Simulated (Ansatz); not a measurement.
Cost and result for the atomization energy of CH$_{6}$InNOS, SMILES `C[O][In]([NH2])[SH]` (11 atoms, 10 bonds).

```xyz
11

C     1.5562    0.8686    0.9407
O     0.2254    0.4525    1.0663
In   -0.7428   -0.4358   -0.4202
N    -2.5833   -1.1049    0.0224
S     0.4495   -0.7811   -2.4459
H     1.8680    1.3337    1.8825
H     1.6988    1.6161    0.1463
H     2.2481    0.0368    0.7435
H    -3.0418   -0.6157    0.7786
H    -3.2264   -1.1950   -0.7510
H     1.5483   -0.1754   -1.9633
```

Total charge 0; spin multiplicity 1. Correlated methods include outer-core shells of In, which these sets cover unevenly. In: def2 effective core potential. The geometry is a stationary point of PBE0-D4/def2-TZVP. It is one conformer, not always the lowest. Program: Ansatz. All runs use 4 threads of a server CPU on a shared host. Times are those of one run each, without the atoms' runs, and a repeat can differ threefold. Electronic energies, without spin–orbit coupling; frozen cores. CCSD(T)/CBS adds CCSD(T) − MP2 in def2-TZVPP to the MP2 limit, and its time is that of the two runs behind it. T1 = 0.015. With those shells the extrapolation isn't a true limit.

CCSD(T)/CBS is a level of theory with its own doubt, some kJ/mol a heavy atom from the limit and from the frozen cores, so smaller differences don't rank the functionals.

```tsv
level	functions	wall time
revPBE-D4/def2-TZVPP	269	6 s
BLYP-D4/def2-TZVPP	269	6 s
PBE0-D4/def2-TZVPP	269	8.5 s
BHLYP-D4/def2-TZVPP	269	8.5 s
CAM-B3LYP-D4/def2-TZVPP	269	9.5 s
r2SCAN-D4/def2-TZVPP (with forces)	269	11 s
PBE-QIDH/def2-TZVPP	269	17 s
ωB97X-V/def2-TZVPP	269	18 s
CCSD(T)/def2-SVP	116	19 s
ωB97M-V/def2-TZVPP (with forces)	269	27 s
MP2/def2-QZVPP	503	42 s
CCSD(T)/def2-TZVPP	269	6.9 min
CCSD(T)/CBS(def2)	–	7.6 min
```

(1) What atomization energy does each give, and how far from CCSD(T)/CBS? (An estimate is asked.)

Answers

(1) Computed: 
```csv
level,atomization (kJ/mol),difference from CCSD(T)/CBS,per bond
revPBE-D4/def2-TZVPP,3555.7,-60.2,-6.0
BLYP-D4/def2-TZVPP,3583.5,-32.4,-3.2
PBE0-D4/def2-TZVPP,3575.2,-40.7,-4.1
BHLYP-D4/def2-TZVPP,3445.9,-170.0,-17.0
CAM-B3LYP-D4/def2-TZVPP,3597.6,-18.3,-1.8
r2SCAN-D4/def2-TZVPP (with forces),3590.7,-25.2,-2.5
PBE-QIDH/def2-TZVPP,3544.6,-71.3,-7.1
ωB97X-V/def2-TZVPP,3614.9,-1.0,-0.1
CCSD(T)/def2-SVP,3323.6,-292.3,-29.2
ωB97M-V/def2-TZVPP (with forces),3608.0,-7.9,-0.8
MP2/def2-QZVPP,3617.2,1.3,0.1
CCSD(T)/def2-TZVPP,3492.3,-123.6,-12.4
CCSD(T)/CBS(def2),3615.9,0.0,0.0
```

In def2-TZVPP, CCSD(T) changes the Hartree–Fock value by +1074.5 kJ/mol (the triples alone add +68.1 kJ/mol) and MP2 by +1125.8 kJ/mol; breaking electron pairs costs correlation energy, which Hartree–Fock lacks. From r2SCAN to r2SCAN0 (25 % exact exchange), in def2-TZVPP and without D4, the atomization energy moves by −79.4 kJ/mol: exact exchange takes away binding that semilocal exchange gives to molecules. At CCSD(T), def2-SVP lies −292.2 kJ/mol from the extrapolated value and def2-TZVPP −123.5 kJ/mol: correlation converges slowly with the basis, and small sets miss more of it in the bonded molecule than in its fragments.

Spin–orbit coupling would lower the free In atoms strongly, and the atomization energy with them, by more than many differences here.
